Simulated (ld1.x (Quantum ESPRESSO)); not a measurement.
# lithium (Li): one change to a TM potential, before and after

lithium, norm-conserving Troullier–Martins (Kleinman–Bylander form), made with ld1.x (Quantum ESPRESSO) 7.5 (Wu–Cohen, non-relativistic). Core none, reference 1s2 2s1 2p0. Waves: 2p (bound, empty): rc 4.20 bohr; 3d channel at -0.05 Ry: rc 4.55 bohr; 1s (bound): rc 0.65 bohr. Local part: the s channel. Core correction: none.

Occupied shells without a wave of their own: 2s. They enter only through the test configuration that unscreens the potential.

Change: all radii scaled by about 0.93 (s 0.60, p 3.90, d 4.24 bohr).

Cutoffs: the cutoffs (Ry, on a coarse ladder) from which the occupation-weighted sum of valence levels, in a spherical-Bessel basis at the reference potential, stays within 10 and 1 mRy of its value at 400 Ry; they do not see the model core or the augmentation charge, which bear on the density cutoff. Errors are all-electron minus pseudo energies relative to the spin-unpolarised reference configuration.

**Question.** What does the change do?

**Answer.** Of the 4 tests that both files solve, the error grows in 0 and shrinks in 4 by more than 15 % and 0.3 meV (median size 9.3 → 6.5 meV); neither file shows a bound ghost. Less of the atom is replaced, so other configurations are described better.

| quantity | base | changed |
| --- | --- | --- |
| cutoff, loose | 180 Ry | 180 Ry |
| cutoff, tight | over 300 Ry | over 300 Ry |
| bound ghosts | none | none |
| error for 1s2 2s0 2p0, meV [ΔE 5.19 eV] | +13 | +9.2 |
| error for 1s2 2s0.5 2p0, meV [ΔE 2.01 eV] | +5.1 | +3.5 |
| error for 1s2 2s0 2p1, meV [ΔE 1.77 eV] | +5.3 | +3.7 |
| error for 1s1 2s1 2p0, meV [ΔE 68.10 eV] | +91 | +69 |
